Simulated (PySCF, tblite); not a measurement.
Isomers of C3H7ClSi, one GFN2-xTB conformer each. Single-point energies are computed at PBE0/pcSseg-1 (PySCF, gas phase, no added dispersion term), electronic only.

Question: Rank them by PBE0/pcSseg-1 energy, lowest first (kcal/mol).
A. `[CH2:1]=[C:2]([CH3:3])[SiH2:4][Cl:5]` with C1–C2–Si4–Cl5 125°
B. `[CH3:1]/[CH:2]=[CH:3]\[SiH2:4][Cl:5]` with C2–C3–Si4–Cl5 -64°
C. `[CH2:1]=[CH:2][C@@H:3]([SiH3:4])[Cl:5]` with C1–C2–C3–Si4 112°
D. `[SiH3:1][CH2:2]/[CH:3]=[CH:4]\[Cl:5]` with Si1–C2–C3–C4 -94°

Answer: B (0.0), A (0.4), D (34.6), C (39.5).

Neighbours under 2.5 kcal/mol apart (C/C=C\[SiH2]Cl and C=C(C)[SiH2]Cl) can change places with a better method, another conformer or zero-point energy. GFN2-xTB itself gives, in the same order: 0.0, 0.6, 26.5, 31.5. Both levels put the same isomer lowest; measured from each level's own lowest isomer, the values differ by up to 8.1 kcal/mol ([SiH3]C/C=C\Cl: 26.5 against 34.6).

Q: Which frontier levels, dipoles and rotational constants go with these structures?

A: 
| SMILES | HOMO (eV, PBE0/pcSseg-1) | LUMO (eV) | dipole (D) | A, B, C (MHz) |
| --- | --- | --- | --- | --- |
| C/C=C\[SiH2]Cl | -7.81 | -0.76 | 2.07 | 4851, 1880, 1529 |
| C=C(C)[SiH2]Cl | -7.87 | -0.50 | 1.75 | 5415, 1820, 1560 |
| [SiH3]C/C=C\Cl | -7.04 | -0.04 | 1.56 | 5869, 1543, 1356 |
| C=C[C@@H]([SiH3])Cl | -7.60 | -0.46 | 1.92 | 3116, 2564, 1513 |

Q: What happens when harmonic zero-point energies from GFN2-xTB frequencies are added?

A: 
```tsv
SMILES	ZPE (kcal/mol)	electronic (kcal/mol)	with ZPE (kcal/mol)
C/C=C\[SiH2]Cl	54.5	0.0	0.0
C=C(C)[SiH2]Cl	54.4	0.4	0.3
[SiH3]C/C=C\Cl	52.5	34.6	32.6
C=C[C@@H]([SiH3])Cl	52.3	39.5	37.3
```

The zero-point energies span 2.2 kcal/mol. The order is unchanged.
